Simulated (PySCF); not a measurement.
CH2NO, SMILES [NH]C=O, multiplicity 2.

Geometry optimised at PBE0-D3(BJ)/def2-TZVP. The geometry has at least one imaginary mode, so it is a saddle point at that level. The isomer is the one that the SMILES or the coordinates give; other isomers of the formula were not compared. Other conformers were not sampled.

Method: TDA-B3LYP/def2-SVPD (PySCF 2.14.0).

Vertical excitations. 

Computed excitation energies, oscillator strengths and character:
| state | energy (eV) | λ (nm) | f | main pairs |
|---|---|---|---|---|
| root 1 | 0.29 | 4225 | 0.000 | β HOMO→LUMO 99 % |
| root 2 | 2.20 | 563 | 0.042 | α HOMO→LUMO 5 %, β HOMO−1→LUMO 87 % |
| root 3 | 4.58 | 271 | 0.000 | β HOMO−2→LUMO 98 % |
| root 4 | 4.98 | 249 | 0.001 | α HOMO→LUMO 45 %, β HOMO→LUMO+1 53 % |
| root 5 | 5.66 | 219 | 0.010 | β HOMO−3→LUMO 87 % |
| root 6 | 6.19 | 200 | 0.001 | β HOMO−1→LUMO+1 93 % |
| root 7 | 6.70 | 185 | 0.004 | β HOMO−4→LUMO 89 % |
| root 8 | 6.75 | 184 | 0.001 | α HOMO−1→LUMO 94 % |
| root 9 | 7.65 | 162 | 0.002 | α HOMO→LUMO+2 8 %, β HOMO→LUMO+3 62 %, β HOMO→LUMO+2 26 % |
| root 10 | 7.76 | 160 | 0.000 | β HOMO→LUMO+2 73 %, β HOMO→LUMO+3 23 % |
Unrestricted roots are not spin-pure.
